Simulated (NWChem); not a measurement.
System: CH$_{3}$FOSn, singlet; SMILES C[O][Sn][F]

```xyz
7

Sn     0.3065    -0.4323     0.0549
F     -1.5042    -0.3309    -0.7092
O      0.4562     1.5186     0.3943
C     -0.5056     2.4986     0.1187
H     -0.7889     3.0264     1.0476
H     -0.0918     3.2551    -0.5727
H     -1.4213     2.0800    -0.3344
```
Atoms are numbered in this order, from 1.

Level: PBE0/def2-SVP with def2 effective core potentials on Sn (NWChem), optimised geometry, unscaled harmonic frequencies. Low-valent species are run as closed-shell singlets; no triplet was tried in these runs. def2 effective core potentials on Sn; no spin-orbit coupling.

```csv
frequency (cm⁻¹),IR intensity (km/mol)
126,0.6
150,17.8
154,10.3
268,8.4
539,74.8
595,62.4
1143,229.8
1171,1.8
1189,1.4
1459,27.9
1469,3.5
1479,1.9
3008,101.6
3089,40.4
3109,17.8
```

```
Property                                                                            Value
-----------------------------------------------------------------------  ----------------
zero-point energy                                                           27.1 kcal/mol
thermal correction to the enthalpy at 298.15 K (with zero-point energy)     31.2 kcal/mol
heat capacity Cv                                                         16.6 cal/(mol K)
entropy at 298.15 K and 1 atm (symmetry number 1)                        78.7 cal/(mol K)
```

Rigid rotor and harmonic oscillator.
